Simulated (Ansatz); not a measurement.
Relaxation of FH$_{8}$NO$_{3}$PTa (15 atoms, charge 0, multiplicity 1), to a largest force component of 0.03 eV/Å in at most 50 steps.

Level of theory: Ansatz, RHF/def2-SVP.

```xyz
15
Properties=species:S:1:pos:R:3
Ta -0.588 -0.637 0.522
O 2.452 0.244 -0.027
H 2.965 0.387 0.756
N -0.312 -0.318 2.485
H -0.077 -0.955 3.225
H -0.334 0.620 2.850
F -0.160 -1.095 -1.292
O -0.456 1.223 0.172
H 0.267 1.732 -0.169
O -2.343 -1.294 0.479
H -3.115 -1.426 1.005
P 0.943 -2.617 0.986
H 1.622 -2.818 -0.230
H 2.012 -2.083 1.732
H 2.402 -0.722 -0.114
```

Where does it end, and by what steps?

The forces met the threshold. The force dipped under the threshold on the way, but the program's further checks kept it going. After 22 steps the energy has fallen by 0.469 eV; H15 moved furthest, 0.76 Å. Joined: Ta1–O2 (3.21 → 2.41 Å).

```csv
step,energy less start (eV),largest force component (eV/Å),accepted
0,0.0000,1.433,yes
1,-0.0285,2.898,yes
2,-0.0948,2.655,yes
3,-0.1321,2.495,yes
4,-0.3010,0.347,yes
5,-0.3716,0.657,yes
6,-0.4019,1.003,yes
7,-0.4325,0.624,yes
8,-0.4513,0.386,yes
9,-0.4364,0.533,no
10,-0.4619,0.141,yes
11,-0.4598,0.197,no
12,-0.4657,0.106,yes
13,-0.4655,0.074,no
14,-0.4670,0.030,yes
15,-0.4676,0.035,yes
16,-0.4680,0.058,yes
17,-0.4682,0.034,yes
18,-0.4683,0.036,yes
19,-0.4683,0.025,yes
20,-0.4686,0.030,yes
21,-0.4687,0.033,yes
22,-0.4688,0.029,yes
```

```xyz
15
Properties=species:S:1:pos:R:3
Ta -0.327 -0.540 0.468
O 1.963 0.152 0.196
H 2.563 -0.160 0.860
N -0.089 -0.168 2.425
H 0.165 -0.801 3.160
H -0.250 0.749 2.803
F 0.228 -1.003 -1.323
O -0.544 1.323 0.147
H -0.056 2.126 0.062
O -2.060 -1.216 0.347
H -2.826 -1.554 0.778
P 0.824 -2.836 1.243
H 1.404 -3.273 0.031
H 2.029 -2.361 1.821
H 2.255 -0.198 -0.638
```

Whether the end is a true minimum wasn't checked by a vibrational analysis.

Time of the run: 55 s on 4 threads of Arm Neoverse V2, on a shared host, peak memory 0.48 GiB.
